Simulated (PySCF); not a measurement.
**Magnetisability: SMILES C1(Cl)=CC/C1=C(\F)Cl, C$_{5}$H$_{3}$Cl$_{2}$F**

Molfile (atoms numbered from 1):
```
C5H3Cl2F
     RDKit          3D

 11 11  0  0  0  0  0  0  0  0999 V2000
    1.6738   -2.0363   -0.6068 F   0  0  0  0  0  0  0  0  0  0  0  0
    1.5661   -0.7203   -0.3726 C   0  0  0  0  0  0  0  0  0  0  0  0
    3.0640    0.1039   -0.4805 Cl  0  0  0  0  0  0  0  0  0  0  0  0
    0.4011   -0.1596   -0.0914 C   0  0  0  0  0  0  0  0  0  0  0  0
   -1.0321   -0.6632    0.0560 C   0  0  0  0  0  0  0  0  0  0  0  0
   -1.3680    0.7852    0.3476 C   0  0  0  0  0  0  0  0  0  0  0  0
   -0.0907    1.1802    0.2070 C   0  0  0  0  0  0  0  0  0  0  0  0
    0.7287    2.6639    0.3153 Cl  0  0  0  0  0  0  0  0  0  0  0  0
   -1.1855   -1.3575    0.8794 H   0  0  0  0  0  0  0  0  0  0  0  0
   -1.4613   -1.0708   -0.8568 H   0  0  0  0  0  0  0  0  0  0  0  0
   -2.2906    1.2770    0.5770 H   0  0  0  0  0  0  0  0  0  0  0  0
  1  2  1  0
  2  3  1  0
  2  4  2  0
  4  5  1  0
  5  6  1  0
  6  7  2  0
  7  8  1  0
  7  4  1  0
  5  9  1  0
  5 10  1  0
  6 11  1  0
M  END
```

Computed, not measured: GIAO BHandHLYP/pcSseg-1 magnetisability, rotational g tensor and spin-rotation constants, non-relativistic, gas phase (PySCF 2.14.0). Geometry: GFN2-xTB.

Task: What are the magnetisability and the molar susceptibility?

Result: Isotropic -1318 × 10⁻³⁰ J/T², or -79.4 × 10⁻⁶ cm³/mol; principal values -1384, -1335, -1236 × 10⁻³⁰ J/T², anisotropy 131 × 10⁻³⁰ J/T² (root of half the summed squared differences of the principal values). The susceptibility is in cgs units.

Task: Split it along the inertial axes a, b, c into diamagnetic and paramagnetic parts about the centre of mass, with the quadrupole moment.

Result: 
| axis | χ (10⁻⁶ cm³/mol) | diamagnetic (10⁻⁶ cm³/mol) | paramagnetic (10⁻⁶ cm³/mol) | summed x² of all electrons (Å²) | quadrupole Θ (D Å) |
| --- | --- | --- | --- | --- | --- |
| a | -74.8 | -697.0 | 622.2 | 222.1 | -3.66 |
| b | -80.0 | -1001.9 | 921.9 | 150.2 | +6.01 |
| c | -83.3 | -1579.7 | 1496.3 | 14.1 | -2.36 |

Anisotropies 2χaa − χbb − χcc = +13.7 and 2χbb − χaa − χcc = -1.8 × 10⁻⁶ cm³/mol. Θ is traceless in Buckingham's convention.

Task: And the rotational g tensor?

Result: 
| axis | rotational constant (GHz) | g | nuclear part | electronic part |
| --- | --- | --- | --- | --- |
| a | 1.9107 | -0.0234 | 0.5351 | -0.5585 |
| b | 1.1930 | -0.0149 | 0.5018 | -0.5167 |
| c | 0.7379 | -0.0063 | 0.5124 | -0.5187 |

Asymmetric top; isotopes 12C, 35Cl, 19F, 1H; no vibrational averaging.
